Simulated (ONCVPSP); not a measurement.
Before and after: ONCV potential for antimony

Sb, optimised norm-conserving Vanderbilt (ONCV), made with ONCVPSP 4.0.1 (PBE, scalar-relativistic). Core [Kr], reference 4d10 5s2 5p3. Waves: 5s: rc 1.95 bohr, ncon 4, nbas 9, qcut 3.2 1/bohr, 2 projectors, debl 1.6 Ha; 5p: rc 2.10 bohr, ncon 5, nbas 10, qcut 3.5 1/bohr, 2 projectors, debl 2.9 Ha; 4d: rc 1.10 bohr, ncon 4, nbas 8, qcut 7.6 1/bohr, 2 projectors, debl 0.3 Ha. Local part: polynomial inside 0.85 bohr (lpopt 5, dvloc0 -1 Ha). Core correction: Teter function, fcfact 1.75, rcfact 1.1.

In the d channel the program set the typed energies aside and used -1.231, 0.250 Ha.

Change: d: ncon 5, nbas 9.

Cutoffs: the cutoffs (Ha) at which the residual kinetic energy of the hardest occupied pseudo-wave falls to 1 and 0.1 mHa per electron; they do not see the model core or the augmentation charge, which bear on the density cutoff. Errors are all-electron minus pseudo energies relative to the spin-unpolarised reference configuration.

**Question.** How do hardness, ghosts and transferability respond?

**Answer.** The potential gets harder (172 Ha and 201 Ha → 202 Ha and 243 Ha); the bound ghosts move from d, p, s to p, s; the errors of the 4 common tests hardly move.

| quantity | base | changed |
| --- | --- | --- |
| cutoff, loose | 172 Ha | 202 Ha |
| cutoff, tight | 201 Ha | 243 Ha |
| loose cutoff by channel | s 15 Ha, p 6.0 Ha, d 172 Ha | s 15 Ha, p 6.0 Ha, d 202 Ha |
| bound ghosts | s, p, d | s, p |
| GHOST(+) flags under 300 eV | s at 88.0 eV | s at 88.0 eV |
| error for 4d10 5s2 5p2, meV [ΔE 8.32 eV] | -2.0 | -2.0 |
| error for 4d10 5s2 5p1, meV [ΔE 24.29 eV] | -4.5 | -4.5 |
| error for 4d10 5s2 5p0, meV [ΔE 48.70 eV] | +1.3 | +1.1 |
| error for 4d9 5s2 5p3, meV [ΔE 40.74 eV] | -196 | -203 |
| s: phases at 1.98 bohr within 0.05 rad from the reference energy up to (Ha; the scan ends near 5) | 2.9 | 2.9 |
| p: phases at 2.13 bohr within 0.05 rad from the reference energy up to (Ha; the scan ends near 5) | 4.1 | 4.1 |
| d: phases at 1.11 bohr within 0.05 rad from the reference energy up to (Ha; the scan ends near 5) | to the end of the scan | to the end of the scan |
| rms error of d²Exc/dni dnj with the model core, mHa | 3.72 | 3.71 |

 A true bound ghost makes a file unfit for plane-wave use even where its test errors are small: the radial tests pick states by their node count and pass the ghost by.
